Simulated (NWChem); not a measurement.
All runs are NWChem calculations. System: diphosphane (H4P2), charge 0, spin multiplicity 1, at a geometry optimised with B3LYP/def2-SVP. Level: G0W0@PBE0/def2-TZVPD, RI basis def2-tzvpd-rifit.

NWChem printed:

```
             Northwest Computational Chemistry Package (NWChem) 7.3.0
             --------------------------------------------------------

                                NWChem Input Module
                                -------------------

 Scaling coordinates for geometry "geometry" by  1.889725989
 (inverse scale =  0.529177249)

 Turning off AUTOSYM since
 SYMMETRY directive was detected!

                             Geometry "geometry" -> ""
                             -------------------------

 Output coordinates in angstroms (scale by  1.889725989 to convert to a.u.)

  No.       Tag          Charge          X              Y              Z
 ---- ---------------- ---------- -------------- -------------- --------------
    1 P                   15.0000     1.00855700     0.52169300     0.00000000
    2 P                   15.0000    -1.00855700    -0.52169300     0.00000000
    3 H                    1.0000     1.54085000    -0.31632700     1.03127200
    4 H                    1.0000     1.54085000    -0.31632700    -1.03127200
    5 H                    1.0000    -1.54085000     0.31632700     1.03127200
    6 H                    1.0000    -1.54085000     0.31632700    -1.03127200

 Effective nuclear repulsion energy (a.u.)      87.2530053904

            Nuclear Dipole moment (a.u.)
            ----------------------------
        X                 Y               Z
 ---------------- ---------------- ----------------
     0.0000000000     0.0000000000     0.0000000000

      Symmetry information
      --------------------

 Group name             C2h
 Group number             21
 Group order               4
 No. of unique centers     2

      Symmetry unique atoms

     1    3


 Summary of "ao basis" -> "" (spherical)
 ------------------------------------------------------------------------------
       Tag                 Description            Shells   Functions and Types
 ---------------- ------------------------------  ------  ---------------------
 *                         def2-tzvpd                 on all atoms

 new library libraries.bse/

 Summary of "ri basis" -> "" (spherical)
 ------------------------------------------------------------------------------
       Tag                 Description            Shells   Functions and Types
 ---------------- ------------------------------  ------  ---------------------
 *                      def2-tzvpd-rifit              on all atoms

[...]
  ----- ------------  ---------------      ----- ------------  ---------------
    89      0.463840  3 H  s                 98     -0.463840  4 H  s
   107     -0.463840  5 H  s                116      0.463840  6 H  s
    33      0.387672  1 P  d -1              76      0.387672  2 P  d -1
    21     -0.353943  1 P  pz                64      0.353943  2 P  pz
    18      0.275631  1 P  pz                61     -0.275631  2 P  pz

 center of mass
 --------------
 x =   0.00000000 y =   0.00000000 z =   0.00000000

 moments of inertia (a.u.)
 ------------------
          76.958643694678        -109.378926250804           0.000000000000
        -109.378926250804         274.510533792873           0.000000000000
           0.000000000000           0.000000000000         320.848186718289

     Multipole analysis of the density
     ---------------------------------

     L   x y z        total         alpha         beta         nuclear
     -   - - -        -----         -----         ----         -------
     0   0 0 0     -0.000000    -17.000000    -17.000000     34.000000

     1   1 0 0      0.000000      0.000000      0.000000      0.000000
     1   0 1 0     -0.000000     -0.000000     -0.000000      0.000000
     1   0 0 1     -0.000000     -0.000000     -0.000000      0.000000

     2   2 0 0    -21.096856    -81.992018    -81.992018    142.887181
     2   1 1 0     -1.535220    -25.470562    -25.470562     49.405903
     2   1 0 1      0.000000      0.000000      0.000000      0.000000
     2   0 2 0    -24.112620    -27.349676    -27.349676     30.586732
     2   0 1 1      0.000000      0.000000      0.000000      0.000000
     2   0 0 2    -20.323565    -17.757593    -17.757593     15.191621

 Task  times  cpu:        9.3s     wall:        9.3s

                                NWChem Input Module
                                -------------------

                                 NWChem GW Module
                                 ----------------

                             ***********************
                             ***        GW       ***
                             ***********************

 Summary of "ri basis" -> "ri basis" (spherical)
 ------------------------------------------------------------------------------
       Tag                 Description            Shells   Functions and Types
 ---------------- ------------------------------  ------  ---------------------
 P                      def2-tzvpd-rifit            33      129   10s8p7d6f2g
 H                      def2-tzvpd-rifit            10       24   5s3p2d

                 Memory Information
                 ------------------
          Available GA per process is          1699.9 MBs
          Available stack per process is        700.0 MBs
          Available heap per process is           0.0 MBs

          Peak memory in Initialization
              Peak GA per process is                  7.3 MBs
              Peak stack per process is               0.2 MBs
              Peak heap per process is                7.7 MBs
              Memory not in MA per process            0.0 MBs

          Peak memory in AFF Calculation
              Peak GA per process is                 35.3 MBs
              Peak stack per process is              24.3 MBs
              Peak heap per process is                0.0 MBs
              Memory not in MA per process           24.3 MBs

          Computing 2-center integrals
          Computing Inverse Cholesky factor
          Computing 3-center integrals
          Computing V_xc ...

          Computing Sigma_x
          Computing RPA polarizability
          Solving quasiparticle equations

                  Alpha Orbitals
          State     Energy (eV)     Error (eV)
          -----------------------------------
@GW        14        -12.489           0.005
@GW        15        -11.533           0.004
@GW        16        -11.140           0.004
@GW        17         -8.925           0.004
@GW        18          1.302           0.004
@GW        19          1.302           0.003

   Applying  -1.9778 eV scissor-shift to rest of particle states

   Applying   1.8257 eV scissor-shift to rest of hole states

     GW Timing Statistics
   ------------------------
   Init.   :          0.1s
     ERIs  :          1.8s
     Distr.:          0.0s
     Vxc   :          1.3s
   Sigma_x :          0.0s
   RPA     :          1.7s
   Wmn     :          0.0s
   Sigma_c :          0.0s
   GW total:          5.1s

 Task  times  cpu:        5.1s     wall:        5.1s

 Total times  cpu:       14.4s     wall:       14.4s
```

Q: Write an NWChem input that would produce this output.

A: One answer among several that fit: 
```
start mol
memory heap 200 mb stack 700 mb global 1700 mb
geometry units angstroms nocenter noautoz
  P      1.008557     0.521693     0.000000
  P     -1.008557    -0.521693     0.000000
  H      1.540850    -0.316327     1.031272
  H      1.540850    -0.316327    -1.031272
  H     -1.540850     0.316327     1.031272
  H     -1.540850     0.316327    -1.031272
  symmetry group C2h
end
basis spherical
  * library def2-tzvpd
end
basis "ri basis" bse spherical
  * library def2-tzvpd-rifit
end
dft
  xc pbe0
  iterations 100
  direct
  tolerances tight
end
task dft energy
gw
  states alpha occ 4 vir 2
end
task dft gw
```
